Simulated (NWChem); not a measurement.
Species: CH6BP; SMILES CBP

```xyz
9

B     -0.6027    -0.5538     0.0158
H     -1.8182    -0.6514    -0.0347
C      0.2867    -1.8422    -0.0441
H      0.0579    -2.4466     0.8643
H      1.3818    -1.6810    -0.0808
H     -0.0150    -2.4930    -0.8939
P      0.0849     1.1993    -0.0592
H      1.2618     1.1352     0.7559
H     -0.7714     1.9260     0.8275
```
Atoms are numbered in this order, from 1.

Computed with NWChem. Pople sets run with spherical d functions. Geometry: optimised at PBE-D3(BJ)/def2-SVP. Core excitations by TDA in a window of 1s orbitals, non-relativistic and unshifted: absolute energies depend strongly on the exact-exchange share.

For level C K edge, PBE0/6-311G**:

first 1s excitation (eV): 274.7
first state with f > 0.002 (eV): 277.8
dipole oscillator strength of that state: 0.0054

Q: Estimate the same quantities for level C K edge, BHandHLYP/6-311G**.

A: The first 1s excitation (eV) is 283.6 and the first state with f > 0.002 (eV) is 285.6. The dipole oscillator strength of that state is 0.0064.
